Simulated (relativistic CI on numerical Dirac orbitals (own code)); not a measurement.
# Ag⁸⁺: sensitivity of the levels to the model

Base calculation: Dirac-Coulomb-Breit CI, orbitals from a KLI potential per configuration, model QED (radiative potential, 1s self-energy scaled to tabulated hydrogen-like ionisation energies), unscaled Slater integrals.

CI space (outside the closed core [Ar] 3d10): 4s2.4p6.4d3, 4s2.4p6.4d2.4f, 4s2.4p5.4d4, 4s2.4p6.4d2.5s, 4s2.4p6.4d2.5p, 4s.4p6.4d4, 4s2.4p6.4d.5s.5p, 4s2.4p5.4d3.4f, 4s2.4p6.4d2.5d, 4s2.4p6.4d.4f.5s, 4s2.4p6.4d2.6s, 4s2.4p6.4d2.6p, 4s2.4p6.4d2.5f, 4s.4p6.4d3.4f, 4s2.4p5.4d3.5s, 4s2.4p6.4d2.6d, 4s2.4p6.4d2.5g, 4s2.4p6.4d2.7s, 4s2.4p6.4d2.7p, 4s2.4p6.4d2.6f, 4s2.4p5.4d3.5p, 4s.4p6.4d3.5s, 4s2.4p6.4d.4f2, 4s2.4p6.4f3, 4s2.4p6.4f2.5s, 4s2.4p6.4f2.5p, 4s2.4p5.4d.4f3, 4s2.4p6.4d.5s2, 4s2.4p6.4f.5s2, 4s2.4p6.5s2.5p, 4s2.4p5.4d.4f.5s2, 4s2.4p6.4d.5p2, 4s2.4p6.4f.5p2, 4s2.4p6.5s.5p2, 4s2.4p6.5p3, 4s2.4p5.4d.4f.5p2. Double excitations out of closed p, d and f shells are left out; levels of such configurations are missing from the list, as are those of other unlisted configurations, and high levels can miss mixing partners. These lack a partner that the ground configuration has and come out too high: 4s2.4p6.4d2.5d, 4s2.4p6.4d2.6s, 4s2.4p6.4d2.6p, 4s2.4p6.4d2.5f, 4s.4p6.4d3.4f.

The lowest level and the first level of each name with at least 55 % of one term (blank where a level has no safe partner in the second run):

```
                Level  Base (cm⁻¹)  Shift (cm⁻¹)
   4s2.4p6.4d3 4F_3/2            0             0
   4s2.4p6.4d3 4F_5/2         2945         -2945
   4s2.4p6.4d3 4F_7/2         6307         -6307
   4s2.4p6.4d3 4F_9/2         9720         -9720
   4s2.4p6.4d3 4P_3/2        19604         -2966
   4s2.4p6.4d3 4P_1/2        19982         -3344
   4s2.4p6.4d3 2G_7/2        24026         -4513
   4s2.4p6.4d3 4P_5/2        24324         -7686
   4s2.4p6.4d3 2P_1/2        32326         -5686
  4s2.4p6.4d3 2H_11/2        33499         -7867
   4s2.4p6.4d3 2H_9/2        34148         -8515
   4s2.4p6.4d3 2D_5/2        36586         -8449
   4s2.4p6.4d3 2P_3/2        40256              
   4s2.4p6.4d3 2F_7/2        48685         -6205
   4s2.4p6.4d3 2F_5/2        49408         -6928
4s2.4p6.4d2.5s 4F_3/2       344205        +26582
4s2.4p6.4d2.5s 4F_5/2       346417        +24371
4s2.4p6.4d2.5s 4F_7/2       350405        +20382
4s2.4p6.4d2.5s 4F_9/2       354923        +15865
4s2.4p6.4d2.5s 2F_5/2       357598        +23076
4s2.4p6.4d2.5s 4P_1/2       363402        +22956
4s2.4p6.4d2.5s 2F_7/2       364593        +16081
```

At this charge configurations can still be misplaced by up to about 7 % of their energy. Terms inside the open d or f shell come out 10 to 20 % too wide with unscaled integrals.

Task: One thing was changed in a second run, which moved the levels as shown. Which?
A. Breit term removed
B. one mean potential for all configurations
C. non-relativistic limit
D. configuration mixing switched off
E. P86 correlation estimate
F. QED terms removed

Result: C. Non-relativistic limit. Without relativity the fine structure collapses and s electrons lose their extra binding.

LS names give the leading component of a level, which can be under half, so a name can repeat, a term be missing and a line seem to break the LS rules.
